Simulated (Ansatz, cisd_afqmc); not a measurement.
System: Ni, charge 0, singlet.

Quantity: triplet-singlet gap (Ni (triplet) against Ni (singlet), E(triplet) - E(singlet)), in eV. Open shells are spin-unrestricted; no spin-orbit coupling. The -DK rows use spin-free X2C, correlate 3s3p of the metal (1s2s2p frozen) and give its partners the cc-pVXZ-DK valence sets. AFQMC is phaseless with a CISD trial state; ± is one standard error, without the phaseless bias. Outlying blocks are dropped, and bars are widened where a walk drifts. Over all cases where full CI ran beside it in this data, AFQMC minus full CI had a median of +0.1 mEh and passed +0.4 mEh in a tenth of the cases. CBS(X,Y): correlation extrapolated as X^-3, Hartree-Fock from the larger set. A bracket is a step between two methods taken in the basis named. The functionals are non-relativistic, so their misses hold any scalar relativity. Double hybrids freeze cores in their MP2 part. The T1 diagnostic of Ni ([Ni], singlet) reaches 0.026 in the sets run. The restricted determinant of Ni ([Ni], singlet) is unstable towards broken spin symmetry in at least one set run. Open-shell metal atoms are single determinants, not pure terms.

| level | program | triplet-singlet gap (eV) | difference against the last row |
|---|---|---|---|
| B3LYP/def2-TZVPD | Ansatz | -1.38 | 0.40 |
| PBE0/def2-TZVPD | Ansatz | -1.60 | 0.18 |
| B2GP-PLYP/def2-TZVPD | Ansatz | -1.71 | 0.07 |
| MP2/aug-cc-pwCVQZ-DK | Ansatz | 1.65 | 3.43 |
| CCSDT(Q)/cc-pwCVTZ-DK | Ansatz | -2.26 | -0.48 |
| AFQMC/CISD/cc-pwCVTZ-DK | cisd_afqmc | -2.01 ± 0.02 | -0.23 |
| CCSD(T)/CBS(cc-pwCVTZ-DK,cc-pwCVQZ-DK) + [AFQMC/CISD - CCSD(T)]/cc-pwCVTZ-DK | Ansatz + cisd_afqmc | -1.53 ± 0.02 | 0.25 |
| CCSD(T)/CBS(cc-pwCVTZ-DK,cc-pwCVQZ-DK) + [CCSDT(Q) - CCSD(T)]/cc-pwCVTZ-DK | Ansatz | -1.78 | 0.00 |

Ansatz is a first-principles code.
